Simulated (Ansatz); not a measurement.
Two isomers of C7H12: A = `CC=C1CCCC1`, B = `C1C[C@H]2CC[C@@H]1C2`.

Computed with Ansatz on PBE0-D4/def2-TZVP structures; ΔE is electronic, products minus reactants. CCSD(T)/CBS is the MP2 limit (def2-TZVPP, def2-QZVPP) plus CCSD(T) − MP2 in def2-TZVPP, frozen cores. DFT in def2-TZVPP. B3LYP here is the variant with VWN-RPA as its local correlation; programs differ in this.

**Question.** Which is lower in electronic energy at CCSD(T)/CBS, and by how much? (Estimate.)

**Answer.** Computed: B, by 10.8 kcal/mol.

**Question.** Give E(B) − E(A) in kcal/mol with CCSD(T)/def2-TZVPP, MP2/def2-TZVPP, HF/def2-TZVPP, r2SCAN-D4, PBE0-D4, B3LYP, PBE-D4. (An estimate is asked.)

**Answer.** The calculation gave: CCSD(T)/def2-TZVPP -11.1, MP2/def2-TZVPP -13.9, HF/def2-TZVPP -4.8, r2SCAN-D4 -8.9, PBE0-D4 -11.6, B3LYP -3.2, PBE-D4 -8.6. None reverses the order clearly.

Largest T1 diagnostic: 0.010.

Leaving LDA and LC-ωPBE aside and taking each functional with its dispersion term where it has one, the values, not all of them listed here, spread over 11.5 kcal/mol, from PBE-QIDH to BLYP-D4. LDA lies −6.9 kcal/mol from PBE without D4. In def2-TZVPP, CCSD(T) changes the Hartree–Fock value by −6.3 kcal/mol (the triples alone add −0.1 kcal/mol) and MP2 by −9.1 kcal/mol.
